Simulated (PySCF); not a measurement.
Compound: C7H9NO (charge +1 and doublet state).
Atom-mapped SMILES: `[CH3:1][O:2][c:3]1[cH:4][cH:5][cH:6][c:7]([NH2+:8])[cH:9]1` (hydrogens: H10, H11, H12 on C1; H13 on C4; H14 on C5; H15 on C6; H16, H17 on N8; H18 on C9)

Geometry (GFN2-xTB, Å), atoms numbered from 1 in this order:
```
atom  x, y, z in Å
C1    -2.7088    1.0567   -0.5173
O2    -2.1629   -0.2148   -0.2399
C3    -0.8611   -0.3751   -0.0677
C4    -0.4648   -1.7213    0.2094
C5     0.8680   -2.0357    0.4168
C6     1.8266   -1.0490    0.3542
C7     1.4494    0.3046    0.0736
N8     2.3984    1.2435    0.0166
C9     0.1005    0.6206   -0.1337
H10   -3.7820    0.9027   -0.6125
H11   -2.3113    1.4621   -1.4524
H12   -2.5103    1.7585    0.2981
H13   -1.2382   -2.4729    0.2490
H14    1.1513   -3.0548    0.6282
H15    2.8687   -1.2803    0.5144
H16    2.1663    2.2054   -0.1806
H17    3.3687    1.0119    0.1663
H18   -0.1672    1.6442   -0.3410
```

The hyperfine couplings belong to this conformer and change with its torsions.

Level of theory: UKS B3LYP, pcH-1 on C H N O, non-relativistic, mean-field spin-orbit, GIAO in PySCF 2.14.0. Geometry: GFN2-xTB, one conformer, isolated ion. A GFN2-xTB geometry isn't a minimum of the functional, and hyperfine couplings can be far from their values at a DFT geometry, by a factor of two or more for some ions and for spin on atoms past the first row. No stability test was run, so a lower SCF solution isn't excluded.

(1) Break the g tensor into its mass correction, gauge correction and orbital-Zeeman/spin–orbit terms.

(2) What effective moment and Curie constant follow for a powder?

(3) At 9.3 GHz, how far is the centre of the isotropic spectrum from where a free electron (g = 2.002319) resonates?

(4) In a frozen sample, at which fields do the three g values resonate at 9.5, 34, 94 and 263 GHz (hyperfine left aside), and which band first spreads them over more than twice a line width of 0.5 mT?

Answers

(1) 
```csv
Δg (ppm),1,2,3
relativistic mass correction,-182,-182,-182
gauge correction,-1,44,37
orbital Zeeman/spin–orbit,-14,731,1710
total,-196,593,1564
```

So g = 2.00212, 2.00291, 2.00388 and g_iso = 2.00297; the tensor is rhombic: the two nearest values differ by 45 % of g3 − g1. Axes: g2 points within 6° of the C4–H13 bond.

(2) With the mean of g² = 4.0119 and S(S+1) = 0.75: μ_eff = √(⟨g²⟩S(S+1)) = 1.735 μB and χT = 0.12505·⟨g²⟩·S(S+1) = 0.376 cm³ K/mol (cgs; spin-Hamiltonian part alone).

(3) B = hν/(g μB) with μB/h = 13.99624 MHz/mT gives 331.85 mT for the free electron and 331.74 mT at g_iso, 0.11 mT lower.

(4) 
```tsv
band	GHz	B(g3) mT	B(g2) mT	B(g1) mT	spread mT
X	9.5	338.72	338.88	339.02	0.30
Q	34.0	1212.26	1212.85	1213.32	1.07
W	94.0	3351.54	3353.16	3354.48	2.95
J	263.0	9377.17	9381.72	9385.41	8.25
```

The spread grows in proportion to the frequency. Q band is the first where it exceeds 1.0 mT.

Largest spin populations (Mulliken): C4 (+0.47), C6 (+0.39), N8 (+0.25) and C5 (-0.18). Three atoms exceed +0.15. The positive populations add up to 1.26 and the negative ones to -0.26, together 2S = 1.

The HOMO–LUMO gaps are 6.03 eV among the α and 2.31 eV among the β orbitals.

The SMILES draws the unpaired electron on N8; the largest computed Mulliken spin population is on C4 (0.47 against 0.25).
